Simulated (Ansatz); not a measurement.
C₂H₆ClSi (SMILES C[Si](C)Cl), doublet, at a GFN2-xTB geometry; Ansatz (a program for electronic structure) with HF/6-31G.

Ansatz was given this input:
Ansatz 0.2 input:
```yaml
crystal:
  periodic: [false, false, false]
  atoms:
    - {symbol: C, position_ang: [-1.38873817, -1.41322925, -0.13122108]}
    - {symbol: Si, position_ang: [0.04651554, -0.32578017, 0.49191798]}
    - {symbol: C, position_ang: [1.73625714, -0.95559072, -0.12364112]}
    - {symbol: Cl, position_ang: [-0.23141020, 1.58388399, -0.22303002]}
    - {symbol: H, position_ang: [-2.34927777, -1.03893139, 0.20945216]}
    - {symbol: H, position_ang: [-1.28773223, -2.43706126, 0.21396114]}
    - {symbol: H, position_ang: [-1.40636108, -1.42636843, -1.22018304]}
    - {symbol: H, position_ang: [1.76207914, -0.96236763, -1.21249770]}
    - {symbol: H, position_ang: [2.54750805, -0.32182380, 0.22132976]}
    - {symbol: H, position_ang: [1.93142591, -1.96563310, 0.22176951]}
basis:
  gaussian:
    orbitals: 6-31G
    point_charges:
      - {charge: -1.0, position_ang: [0.4712, -6.0145, 2.0046]}
hamiltonian:
  xc: hf
magnetization: {spin_polarized: true, initial_magnetization: 1}
```

It wrote (shortened):

```
Functional definition: HF
726 factors; integrals over basis functions are off by at most 2.1e-4 eV
mean field evaluation 1: about -22517.5908 eV, gradient 1.7e1 eV
mean field evaluation 2: about -22517.5890 eV, gradient 1.7e1 eV
mean field evaluation 4: about -22519.5367 eV, gradient 1.7e0 eV
mean field evaluation 8: about -22519.5798 eV, gradient 5.1e-4 eV
mean field -22519.57960428 eV, -827.5792861378 hartree, gradient 2.8e-5 eV, S^2 0.752036; 0 other end points of the search recorded, 0 dependent functions left out
reference -22519.57960428 eV, -827.5792861378 hartree; 25, 24 occupied and 31, 32 virtual orbitals, 726 factors
Total energy: -22519.57960428 eV, -827.5792861378 hartree
```
